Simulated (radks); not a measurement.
Se3+, 31 electrons, occupied as [Ar] 3d10 4s2 4p1.

Method: scalar-relativistic Kohn-Sham, PBE, spin-unpolarised, spherical densities, finite nucleus; Fermi nuclear charge, rms radius 4.14 fm; computed with a radial shooting solver on a logarithmic mesh with Libxc functionals.

Energy parts (Ry):
part                        energy
total                  -4855.33025
kinetic                 4954.68861
electron-nucleus      -11623.14467
Hartree                 1986.70893
exchange-correlation    -173.58312

Orbitals (lengths in bohr, moments of r in powers of bohr):
orbital,occ.,eigenvalue (Ry),<r>
1s,2,-921.8357,0.04408
2s,2,-120.8269,0.1959
2p,6,-106.6050,0.1711
3s,2,-18.37113,0.5737
3p,6,-13.92118,0.5890
3d,10,-6.57386,0.6264
4s,2,-3.62509,1.639
4p,1,-2.67643,1.883
4d,0,-1.43464,2.673
5s,0,-1.35006,3.651

The highest occupied level is 4p at -36.415 eV. The density falls to 0.001 e/bohr^3 at r = 3.28 bohr. For comparison, the ionisation energy in NIST's Atomic Spectra Database is 42.947 eV (measured). In exact Kohn-Sham theory the highest level is minus the ionisation energy, but local and semilocal functionals leave it too shallow, through self-interaction and a potential that decays too fast; potentials with the right tail come closer. The electron density at the nucleus is 4.03e+04 e/bohr^3 (large components only). Summed over all electrons, <r^2> = 18.51 bohr^2, which gives a Langevin (diamagnetic) susceptibility term of -14.7 x 10^-6 cm^3/mol.

Run on one thread of a shared host, so times are rough (Arm Neoverse V2): 0.1 s of CPU time, 0.1 s wall, 16 iterations on 2213 mesh points.

Beside tabulated values, note that spin-unpolarised runs miss the spin-polarisation part of the exchange energy of open shells.
